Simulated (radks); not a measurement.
Kr III, configuration [Ar] 3d10 4s2 4p4 (the NIST ground configuration). Calculated with a radial shooting solver on a logarithmic mesh with Libxc functionals: Dirac Kohn-Sham, PBEsol, spin-unpolarised, spherical densities, finite nucleus; open shells fill j = l - 1/2 first; Fermi nuclear charge, rms radius 4.1884 fm.

Normalised radial functions P(r) = r R(r) (large component), r in bohr:

```
   r/bohr * 4s1/2, o 4p1/2, + 4p3/2 (the largest magnitude, 0.904, reaches the edge; | marks zero, & curves that meet)
 0.005994                             &  *
 0.007805                             &   *
  0.01016                             +o  *
  0.01323                             |&   *
  0.01723                             |&   *
  0.02244                             | &  *
  0.02922                             |  & *
  0.03804                             |  *&
  0.04954                             |*   &
  0.06451                           * |     +o
  0.08399                       *     |      +o
   0.1094                    *        |      &
   0.1424                     *       |    &
   0.1854                         *   |&
   0.2415                        &    |  *
   0.3144                  o+         |          *
   0.4094                 &           |             *
   0.5331                     &       |        *
   0.6942                         *   |+o
   0.9039           *                 |            +o
    1.177  *                          |                     +o
    1.533   *                         |                        &
    1.996          *                  |                    &
    2.599                    *        |            &
    3.384                          *  |     &
    4.406                            *| &
    5.737                             &
```

4s1/2: eigenvalue -46.004 eV, 3 radial nodes at r = 0.0531, 0.216, 0.643 bohr, <r> = 1.50 bohr, 90 % of the charge inside 2.20 bohr. 4p1/2: eigenvalue -31.469 eV, 2 radial nodes at r = 0.191, 0.660 bohr, <r> = 1.72 bohr, 90 % of the charge inside 2.56 bohr. 4p3/2: eigenvalue -30.661 eV, 2 radial nodes at r = 0.195, 0.673 bohr, <r> = 1.75 bohr, 90 % of the charge inside 2.60 bohr.
